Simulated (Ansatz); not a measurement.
`C=C=[C](C)[GaH2]` + H₂ → `[GaH3]` + `C=C=CC` at 600 K and 1 bar (hydrogenolysis of a Ga–C bond).

Computed with Ansatz on PBE0-D4/def2-TZVP structures; ΔE is electronic, products minus reactants. CBS: MP2 limit from def2 TZ/QZ plus the TZ coupled-cluster correction, frozen cores. This one scheme is used for every species. For Ga outer-core shells are correlated without core-valence functions, which leaves a few kJ/mol of doubt a bond. Scalar relativity is left out up to krypton.

```tsv
species	CCSD(T)/CBS energy (Eh)	H − E (kJ/mol)	S (J/(mol·K))
`C=C=[C](C)[GaH2]`	-2080.28855	296.3	461.5
H₂	-1.17544	43.9	150.8
`[GaH3]`	-1925.70545	74.9	253.2
`C=C=CC`	-155.75749	268.1	361.1
```

H − E and S are ideal-gas, rigid-rotor, harmonic terms from PBE0-D4/def2-TZVP. For small species the MP2-based limit differs from directly extrapolated CCSD(T) by up to some mEh (0.8 for H₂); such offsets cancel only in part. 1 Eh = 2625.50 kJ/mol, R = 8.31446 J/(mol·K).

**Question.** By hand: ΔE, ΔH, ΔS and ΔG.

**Answer.** ΔE = (-1925.70545) + (-155.75749) − (-2080.28855) − (-1.17544) = 0.00105 Eh = 2.8 kJ/mol. Δ(H − E) = 74.9 + 268.1 − 296.3 − 43.9 = 2.8, so ΔH = 5.6 kJ/mol. ΔS = 253.2 + 361.1 − 461.5 − 150.8 = 2.0 J/(mol·K). ΔG = 5.6 − 600 × (2.0)/1000 = 4.4 kJ/mol.

**Question.** By hand: the equilibrium constant, and the temperature at which ΔG would vanish if ΔH and ΔS stayed fixed.

**Answer.** log₁₀ K = −ΔG/(RT ln 10) = -0.4. ΔG = 0 at ΔH/ΔS = 2800 K, far beyond where these terms or the molecules hold.

The number of gas molecules stays the same, so ΔS is small and ΔH decides. The sign of ΔG lies within the doubt. A doubt of 5 kJ/mol in ΔE shifts log₁₀ K by 0.4 here. These are equilibria of isolated gas molecules and say nothing of rates. Largest T1 diagnostic: 0.013 (customary marks: 0.02 for closed shells, 0.045 for open ones).
